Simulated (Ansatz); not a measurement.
System: B2H6, charge -2, multiplicity 1. It need not be the lowest isomer of its formula. 
Coordinates optimised at B3LYP-D3(BJ)/def2-TZVP (Ansatz, a quantum-chemistry and plane-wave program):
SMILES: [BH3-][BH3-]
```xyz
8

B     -0.0028    -0.0006     0.9067
H      1.1603     0.0020     1.4104
H     -0.5892     1.0061     1.4058
H     -0.5840    -1.0111     1.4044
B      0.0028     0.0006    -0.9067
H      0.5840     1.0111    -1.4044
H     -1.1603    -0.0020    -1.4104
H      0.5892    -1.0061    -1.4058
```
Charge -2, spin multiplicity 1.

Basis-set convergence of Hartree-Fock and MP2 correlation energies (hartree) with Ansatz. Cores are frozen in the correlated levels unless marked. No spin-orbit coupling. Non-relativistic.

```csv
basis,functions,E(HF),"E(corr, MP2)"
aug-cc-pVDZ,100,-52.61461,-0.27639
aug-cc-pVTZ,230,[?],[?]
```

### Question
Complete the blanks.

### Answer

- aug-cc-pVTZ, E(HF): -52.62967
- aug-cc-pVTZ, E(corr, MP2): -0.32176
